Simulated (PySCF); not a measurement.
Energy of W²⁺ (tungsten, charge +2) between two integer charges

The 5d alpha orbital of [Xe] 4f14 5d4 is emptied in steps (occupation f), with all orbitals relaxed, ending at [Xe] 4f14 5d3. Calculation: PySCF 2.14, in def2-TZVP with the def2 core potential (60 electrons); scalar relativity through the core potential. The exact energy is a straight line in f; departures are measured from the line between the end points of the same method.

```tsv
f	HSE06 (eV)
1	0.000
0.8	-0.685
0.6	-1.030
0.4	-1.032
0.2	-0.689
0	0.000
```

```csv
method,E(f=0) − E(f=1) (eV),−ε at f=1 (eV),−ε at f=0.4 (eV)
HSE06,25.858,21.593,26.711
```

Orbital energy along the path (eV):

```csv
f,HSE06
1,-21.593
0.8,-23.277
0.6,-24.988
0.4,-26.711
0.2,-28.436
0,-30.166
```

Reference removal energy between the ground levels: 26 ± 0.4 eV (semi-empirical (NIST evaluation); NIST Atomic Spectra Database, ionization energies). The calculation has no spin-orbit coupling. The determinant left behind need not be the lowest term of the ion.
